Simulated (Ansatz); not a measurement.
This singlet lies 3.49 eV below the relaxed triplet at the level frozen-core CCSD(T)/cc-pVTZ // B3LYP-D3(BJ)/def2-TZVP (Ansatz, an electronic-structure program).

Calculation: Ansatz with B3LYP-D3(BJ)/def2-TZVP. No frequencies were computed at this level.

Ansatz 0.2 input:
```yaml
crystal:
  periodic: [false, false, false]
  atoms:
    - { symbol: F, position_ang: [1.321998, -0.403831, -0.000004] }
    - { symbol: Ge, position_ang: [-0.00164, 0.813384, -0.000001] }
    - { symbol: F, position_ang: [-1.320358, -0.409553, 0.000005] }
basis:
  gaussian: { orbitals: def2-tzvp }
hamiltonian:
  xc: b3lyp
  dispersion: d3bj
relax:
  max_steps: 150
```

Output:

```
Functional definition: B3LYP
701 factors; their error is unknown
mean field evaluation 1: about -61952.7103 eV, gradient 5.8e1 eV
mean field evaluation 2: about -61923.8946 eV, gradient 1.5e2 eV
mean field evaluation 4: about -61957.6251 eV, gradient 2.5e0 eV
mean field evaluation 8: about -61957.6299 eV, gradient 7.8e-2 eV
mean field evaluation 16: about -61957.8638 eV, gradient 2.3e-5 eV
mean field -61957.86382327 eV, -2276.9094989568 hartree, gradient 2.3e-5 eV, S^2 0.000000; 0 other end points of the search recorded, 0 dependent functions left out
reference -61957.86397745 eV, -2276.9095046229 hartree; 25, 25 occupied and 85, 85 virtual orbitals, 701 factors
relax step   1: F+E_penalty+E_count = -61957.91809328 eV  Δ(F+E_penalty+E_count) = +0.000e0 eV  max|allowed force component| = 1.488e0 eV/Å  Δτ_max = 0.0000 Å  (27 SCF iters, accepted)
these checks for a lower state are left out or cut short: starts, cluster_reference, orbital_swaps, neighbouring_geometries, increment
701 factors; their error is unknown
mean field -61957.89965067 eV, -2276.9108155893 hartree, gradient 1.1e-5 eV, S^2 0.000000; 0 other end points of the search recorded, 0 dependent functions left out
reference -61957.89980394 eV, -2276.9108212219 hartree; 25, 25 occupied and 85, 85 virtual orbitals, 701 factors
relax step   2: F+E_penalty+E_count = -61957.95379341 eV  Δ(F+E_penalty+E_count) = -3.570e-2 eV  max|allowed force component| = 5.652e-1 eV/Å  Δτ_max = 0.0371 Å  (30 SCF iters, accepted)
these checks for a lower state are left out or cut short: starts, cluster_reference, orbital_swaps, neighbouring_geometries, increment
701 factors; their error is unknown
mean field evaluation 32: about -61957.9093 eV, gradient 1.1e-5 eV
mean field -61957.90925485 eV, -2276.9111685365 hartree, gradient 1.1e-5 eV, S^2 0.000000; 0 other end points of the search recorded, 0 dependent functions left out
reference -61957.90940796 eV, -2276.9111741631 hartree; 25, 25 occupied and 85, 85 virtual orbitals, 701 factors
relax step   3: F+E_penalty+E_count = -61957.96353179 eV  Δ(F+E_penalty+E_count) = -9.738e-3 eV  max|allowed force component| = 2.020e-2 eV/Å  Δτ_max = 0.0185 Å  (29 SCF iters, accepted)
these checks for a lower state are left out or cut short: starts, cluster_reference, orbital_swaps, neighbouring_geometries, increment
701 factors; their error is unknown
mean field -61957.90933998 eV, -2276.9111716651 hartree, gradient 2.6e-5 eV, S^2 0.000000; 0 other end points of the search recorded, 0 dependent functions left out
reference -61957.90949315 eV, -2276.9111772938 hartree; 25, 25 occupied and 85, 85 virtual orbitals, 701 factors
relax step   4: F+E_penalty+E_count = -61957.96364314 eV  Δ(F+E_penalty+E_count) = -1.114e-4 eV  max|allowed force component| = 1.361e-3 eV/Å  Δτ_max = 0.0043 Å  (29 SCF iters, accepted)
701 factors; their error is unknown
mean field -61957.90933998 eV, -2276.9111716651 hartree, gradient 2.6e-5 eV, S^2 0.000000; 1 other end points of the search recorded, 0 dependent functions left out
reference -61957.90949315 eV, -2276.9111772938 hartree; 25, 25 occupied and 85, 85 virtual orbitals, 701 factors
Total energy: -61957.96379631 eV, -2276.9131728981 hartree
Atom 0 at     1.321821    -0.383988    -0.000004 Å, force     0.000886     0.000682    -0.000000 eV/Å
Atom 1 at    -0.001652     0.773616    -0.000001 Å, force     0.000001    -0.001361     0.000000 eV/Å
Atom 2 at    -1.320169    -0.389628     0.000005 Å, force    -0.000887     0.000680     0.000000 eV/Å
Dipole moment:    -0.001175     0.550236    -0.000001 e Å
```

Cost: around 10 core-seconds (rough).
